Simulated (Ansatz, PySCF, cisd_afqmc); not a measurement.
System: SnBr$_{2}$, charge 0, singlet. SnBr2 (SMILES [Br][Sn][Br]).
B3LYP-D3(BJ)/def2-TZVP minimum from Ansatz (a first-principles code):
```xyz
3

Sn     0.0111    -0.0013     0.9566
Br     0.9780     1.6801    -0.6925
Br    -0.9940    -1.6782    -0.6740
```

Atomisation energy term by term, kcal/mol (programs: Ansatz, cisd_afqmc). Radicals and triplets start from unrestricted determinants; spin-orbit coupling is neglected. Cores are frozen in correlated methods (noble-gas shells, and filled d and f shells in the p block). Past Kr the def2 sets carry scalar-relativistic core potentials. AFQMC is phaseless with a CISD trial state; ± is one standard error, without the phaseless bias. Outlying blocks are dropped, and bars are widened where a walk drifts. Over all cases where full CI ran beside it in this data, AFQMC minus full CI had a median of +0.1 mEh and passed +0.4 mEh in a tenth of the cases. CBS(X,Y): correlation extrapolated as X^-3, Hartree-Fock from the larger set. A bracket is a step between two methods taken in the basis named. Spin-orbit terms, left out, reach several kcal/mol for Br and I, and more for heavier atoms.

| term | basis | kcal/mol |
|---|---|---|
| Hartree-Fock | def2-QZVPP | 111.01 |
| CCSD correlation | CBS(def2-TZVPP,def2-QZVPP) | 49.03 |
| (T) | CBS(def2-TZVPP,def2-QZVPP) | 6.33 |
| CCSDT(Q) - CCSD(T) | def2-TZVPP | 0.25 |
| minus zero-point energy | Hessian by PySCF at B3LYP-D3(BJ)/def2-TZVP | -0.78 |
| sum: D0 |  | 165.8 |

The step beyond CCSD(T) by other levels: AFQMC/CISD in def2-SVP 0.66 ± 0.26; CCSDT(Q) in def2-SVP 0.54 kcal/mol.
